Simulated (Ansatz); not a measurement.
`C[SiH](F)[SiH2]Cl` + `BN` → `BN[SiH2]Cl` + `C[SiH2]F` at 400 K and 1 bar (cleavage of the Si–Si bond).

Gas-phase electronic energies from Ansatz, PBE0-D4/def2-TZVP geometries. CCSD(T)/CBS adds triple-zeta CCSD(T) − MP2 to the extrapolated MP2 energy (def2 sets, frozen cores). This one scheme is used for every species. One conformer a species, not always the lowest.

```json
{"species": "`C[SiH](F)[SiH2]Cl`", "CCSD(T)/CBS energy (Eh)": "-1179.51385", "H − E (kJ/mol)": "215.3", "S (J/(mol·K))": "423.3"}
{"species": "`BN`", "CCSD(T)/CBS energy (Eh)": "-81.93499", "H − E (kJ/mol)": "142.5", "S (J/(mol·K))": "243.5"}
{"species": "`BN[SiH2]Cl`", "CCSD(T)/CBS energy (Eh)": "-831.46864", "H − E (kJ/mol)": "179.9", "S (J/(mol·K))": "353.2"}
{"species": "`C[SiH2]F`", "CCSD(T)/CBS energy (Eh)": "-430.00374", "H − E (kJ/mol)": "171.0", "S (J/(mol·K))": "310.0"}
```

H − E and S are ideal-gas, rigid-rotor, harmonic terms from PBE0-D4/def2-TZVP, for one conformer and one mirror image of each species. 1 Eh = 2625.50 kJ/mol, R = 8.31446 J/(mol·K).

Problem. By hand: ΔE, ΔH, ΔS and ΔG.

Solution. ΔE = (-831.46864) + (-430.00374) − (-1179.51385) − (-81.93499) = -0.02354 Eh = -61.8 kJ/mol. Δ(H − E) = 179.9 + 171.0 − 215.3 − 142.5 = -6.9, so ΔH = -68.7 kJ/mol. ΔS = 353.2 + 310.0 − 423.3 − 243.5 = -3.6 J/(mol·K). ΔG = -68.7 − 400 × (-3.6)/1000 = -67.3 kJ/mol.

Problem. By hand: the equilibrium constant, and the temperature at which ΔG would vanish if ΔH and ΔS stayed fixed.

Solution. log₁₀ K = −ΔG/(RT ln 10) = 8.8. ΔG = 0 at ΔH/ΔS = 19083 K, far beyond where these terms or the molecules hold.

The number of gas molecules stays the same, so ΔS is small and ΔH decides. A doubt of 5 kJ/mol in ΔE shifts log₁₀ K by 0.7 here. Other conformers and mirror images would add mixing entropy, several J/(mol·K) or more a flexible species. Modes under 60 cm⁻¹, often nearly free rotors, make the harmonic entropy too high. These are equilibria of isolated gas molecules and say nothing of rates. Largest T1 diagnostic: 0.012 (customary marks: 0.02 for closed shells, 0.045 for open ones).
